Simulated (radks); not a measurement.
The iodine ion I+, 52 electrons, occupied as [Ar] 3d10 4s2 4p(1/2: 2, 3/2: 3) 4d10 5s2 5p5 (not the ground configuration). Method: Dirac Kohn-Sham, PBEsol, spin-unpolarised, spherical densities, point nucleus; open shells fill j = l - 1/2 first; computed with a radial shooting solver on a logarithmic mesh with Libxc functionals.

Spin-orbit splittings of the eigenvalues, e(l+1/2) - e(l-1/2), with zeta = 2 splitting/(2l+1) and mean radii in bohr:

shell  occ.  splitting (eV)  zeta (eV)  <r> j=l-1/2  <r> j=l+1/2
2p        6           298.6      199.0      0.09848       0.1042
3p        6           56.21      37.47       0.3041       0.3156
3d       10               ?          ?       0.2864       0.2901
4p        5           11.21      7.474       0.7661       0.7935
4d       10           1.805     0.7220       0.8939       0.9044
5p        5           1.312     0.8743        2.156        2.247

Estimate the 3d splitting.

Answer. 11.83 eV (zeta = 4.731 eV).
